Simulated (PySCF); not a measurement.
C3H9NO2Si.
SMILES with atom numbers: `[NH2:1][CH2:2][SiH:3]1[O:4][CH2:5][CH2:6][O:7]1` (hydrogens: H8, H9 on N1; H10, H11 on C2; H12 on Si3; H13, H14 on C5; H15, H16 on C6)

Geometry (GFN2-xTB, Å), atoms numbered from 1 in this order:
```xyz
16
C3H9NO2Si angstrom
N      2.0475    1.0256    0.6377
C      2.0132   -0.3190    0.0750
Si     0.2258   -0.8296   -0.3046
O     -0.6515   -1.1013    1.0513
C     -1.8975   -0.4740    0.9716
C     -1.7913    0.6655   -0.0618
O     -0.6928    0.4009   -0.8887
H      1.6848    1.6896   -0.0376
H      2.9994    1.2967    0.8630
H      2.6221   -0.4297   -0.8340
H      2.4340   -1.0018    0.8135
H      0.1256   -1.9588   -1.2302
H     -2.6423   -1.2094    0.6493
H     -2.1666   -0.0999    1.9610
H     -2.6916    0.7285   -0.6777
H     -1.6265    1.6254    0.4371
```

Computed, not measured: CAM-B3LYP/def2-SVPD in PySCF (dipole) on a GFN2-xTB geometry, gas phase.

Take the most abundant isotopes and a rigid rotor. The values belong to one conformer with, in the numbering `[NH2:1][CH2:2][SiH:3]1[O:4][CH2:5][CH2:6][O:7]1`, H–N1–C2–Si3 -62° and 179°, N1–C2–Si3–O4 -71°, C2–Si3–O4–C5 134°, Si3–O4–C5–C6 -22°, O4–C5–C6–O7 21°, C5–C6–O7–Si3 -11°.

Give the principal moments of inertia and the rotational constants in MHz.

Ia = 129.47, Ib = 306.53, Ic = 330.65 u·Å²; 505379 MHz·u·Å²/I gives A = 3904, B = 1649, C = 1528 MHz.

Classify the top.

An asymmetric top: κ = (2 × 1649 − 3904 − 1528)/(3904 − 1528) = -0.90.

Is it planar, by Δ = Ic − Ia − Ib?

Not planar: Δ = Ic − Ia − Ib = -105.35 u·Å². For a rigid frame Δ = −2 Σ m c², so Σ m c² = 52.67 u·Å² lies off the ab plane: 10.80 from hydrogen and 41.87 from heavier atoms. The atom farthest from that plane is 1.94 Å away.

List the rotational levels J(Ka,Kc) to J = 4 (MHz).

Above 0(0,0):
J = 1: 1(0,1) 3177, 1(1,1) 5432, 1(1,0) 5552
J = 2: 2(0,2) 9527, 2(1,2) 11666, 2(1,1) 12027, 2(2,1) 18791, 2(2,0) 18796
J = 3: 3(0,3) 19039, 3(1,3) 21014, 3(1,2) 21736, 3(2,2) 28323, 3(2,1) 28346, 3(3,1) 39901, 3(3,0) 39901
J = 4: 4(0,4) 31701, 4(1,4) 33473, 4(1,3) 34675, 4(2,3) 41028, 4(2,2) 41097, 4(3,2) 52618, 4(3,1) 52619, 4(4,1) 68815, 4(4,0) 68815
The levels of one J sum to (2J + 1)J(J + 1)(A + B + C)/3.

Predict some low-J microwave lines.

The dipole components are |μa| = 0.42 D, |μb| = 0.65 D, |μc| = 0.27 D. The squared components, which scale the intensities, stand as 0.41 : 1.00 : 0.18 (a : b : c). Some lines, for components of 0.1 D or more:

| type | branch | J(Ka,Kc) | MHz | lower level (cm⁻¹) |
| --- | --- | --- | --- | --- |
| c | Q | 3(1,3) ← 3(0,3) | 1975 | 0.635 |
| b | Q | 3(1,2) ← 3(0,3) | 2696 | 0.635 |
| b | R | 3(1,2) ← 2(2,1) | 2944 | 0.627 |
| b | Q | 2(2,1) ← 2(1,2) | 7125 | 0.389 |
| a | R | 3(2,2) ← 2(2,1) | 9531 | 0.627 |
| a | R | 3(2,1) ← 2(2,0) | 9550 | 0.627 |
| b | Q | 3(3,1) ← 3(2,2) | 11578 | 0.945 |
| b | R | 2(2,1) ← 1(1,0) | 13239 | 0.185 |
| c | R | 2(2,1) ← 1(1,1) | 13359 | 0.181 |
| b | R | 3(2,2) ← 2(1,1) | 16296 | 0.401 |
| c | R | 3(2,1) ← 2(1,1) | 16319 | 0.401 |
| c | R | 3(3,0) ← 2(2,0) | 21105 | 0.627 |
| c | R | 3(3,1) ← 2(2,1) | 21109 | 0.627 |

Whether it is a minimum is left open (no frequencies). No vibrational averaging or centrifugal distortion is included, and the geometry carries the error of its method. A rigid rotor knows nothing of inversion at nitrogen, which can split or shift real lines. Quadrupole hyperfine structure (14N) is left out.

On an Arm Neoverse V2 with one thread, shared host with 96 logical CPUs at a one-minute load of 22, this took 38 s of wall time and 1.0 GiB of memory at its peak. This is the CAM-B3LYP/def2-SVPD job that gave the dipole, with the excitations it also computed.
